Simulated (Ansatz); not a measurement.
BH₅SSi₂, SMILES `SB1[SiH2][SiH2]1`. Charge 0, multiplicity 1.

```xyz
9

S     0.360   -0.845    2.321
B    -0.119   -0.608    0.649
Si    1.005   -0.526   -0.951
Si   -0.858    0.850   -0.417
H    -0.593   -0.138    2.962
H     0.537   -1.165   -2.206
H     2.477   -0.336   -0.917
H    -1.780    0.533   -1.534
H    -1.028    2.235    0.093
```

List the harmonic frequencies (cm⁻¹, unscaled) at PBE0-D4/def2-TZVP in Ansatz. (Best estimate.)

Ansatz gave: 136, 143, 305, 317, 385, 466, 501, 513, 564, 583, 626, 644, 895, 900, 910, 1055, 2217, 2222, 2242, 2251, 2652.

Is this a minimum?

Yes, all 21 modes are real.

Give the ideal-gas thermochemistry at 298.15 K and 1 bar (rigid rotor, harmonic oscillator; point group C1, symmetry number 1).

Zero-point energy 122.8 kJ/mol; H(298) − E = 143.1 kJ/mol; entropy 338.3 J/(mol·K), of which translation 166.8, rotation 114.4, vibration 57.2; G(298) − E = 42.3 kJ/mol.
